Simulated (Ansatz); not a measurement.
The Al1–Br4 bond of AlBrH2 (SMILES [AlH2][Br]) is stretched (multiplicity 1, the rest rigid).
Geometry at rest (charge 0, multiplicity 1):
```xyz
4

Al    -0.835    -1.299     0.206
H     -0.324    -2.329     1.274
H     -2.126    -1.479    -0.668
Br     0.380     0.591    -0.094
```

Frozen-core correlation. Filled d and f shells under p-block atoms count as core.

Codes used: Ansatz (Gaussian basis) for Hartree–Fock, density functionals and correlated methods. 

FIC-MRCISD+Q on CASSCF(6,4)/def2-TZVPP, total energies (hartree):

```csv
R (Å),CASSCF,MRCISD,weight c² of the reference
2.267,-2815.574853,-2815.816949,0.90240
3.967,-2815.449332,-2815.681602,0.90117
7.255,-2815.424819,-2815.650716,0.90425
```

Question: Add the Davidson correction (E_MRCISD − E_CASSCF)(1 − c²)/c² and give the energies above the first point at the three levels.

Answer: 
Corrections (hartree): -0.026185, -0.025474, -0.023919. Above the first point (kcal/mol):
- R = 3.967 Å: CASSCF 78.8, MRCISD 84.9, with the correction 85.4
- R = 7.255 Å: CASSCF 94.1, MRCISD 104.3, with the correction 105.7

Doubts at one or more of the structures used: active orbitals that take no part (FIC-MRCISD+Q on CASSCF(6,4)/def2-TZVPP).

Ansatz is a quantum-chemistry and plane-wave program.
